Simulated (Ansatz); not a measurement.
Relaxation of Cl$_{3}$GaH$_{3}$N (8 atoms, charge 0, multiplicity 1), to a largest force component of 0.03 eV/Å in at most 50 steps.

Theory: RKS PBE/def2-SVP in Ansatz 0.2.0.

```xyz
8
Properties=species:S:1:pos:R:3:forces:R:3
Ga 0.041 0.375 -0.084 -0.04 -0.63 0.86
Cl -0.097 0.565 2.122 0.04 0.14 -0.62
Cl 1.934 0.659 -1.058 -0.03 -0.01 0.04
Cl -1.783 0.366 -1.218 0.02 0.00 0.01
N 0.093 -2.531 1.010 -0.12 0.95 0.14
H -0.628 -3.241 0.842 0.00 0.01 0.02
H 0.984 -3.010 1.186 -0.01 -0.01 -0.01
H -0.156 -1.999 1.874 0.13 -0.45 -0.43
```

Where does it end, and by what steps?

It converged. After 8 steps the energy has fallen by 1.010 eV; H7 moved furthest, 0.72 Å. Joined: Ga1–N5 (3.10 → 2.09 Å).

```json
{"step": "0", "energy less start (eV)": "0.0000", "largest force component (eV/Å)": "0.952", "accepted": "yes"}
{"step": "1", "energy less start (eV)": "-0.2912", "largest force component (eV/Å)": "0.799", "accepted": "yes"}
{"step": "2", "energy less start (eV)": "-0.6360", "largest force component (eV/Å)": "0.841", "accepted": "yes"}
{"step": "3", "energy less start (eV)": "-0.9092", "largest force component (eV/Å)": "0.445", "accepted": "yes"}
{"step": "4", "energy less start (eV)": "-0.9646", "largest force component (eV/Å)": "0.733", "accepted": "yes"}
{"step": "5", "energy less start (eV)": "-1.0067", "largest force component (eV/Å)": "0.248", "accepted": "yes"}
{"step": "6", "energy less start (eV)": "-1.0023", "largest force component (eV/Å)": "0.071", "accepted": "no"}
{"step": "7", "energy less start (eV)": "-1.0094", "largest force component (eV/Å)": "0.057", "accepted": "yes"}
{"step": "8", "energy less start (eV)": "-1.0099", "largest force component (eV/Å)": "0.002", "accepted": "yes"}
```

```xyz
8
Properties=species:S:1:pos:R:3
Ga 0.017 -0.115 0.269
Cl -0.186 0.892 2.193
Cl 1.953 0.031 -0.727
Cl -1.750 -0.178 -1.007
N 0.081 -2.109 0.906
H -0.680 -2.646 0.464
H 0.983 -2.535 0.648
H -0.029 -2.157 1.929
```

Whether the end is a true minimum wasn't checked by a vibrational analysis.

Run time: 14 s on 4 threads of Arm Neoverse V2, on a shared host, peak memory 0.18 GiB.
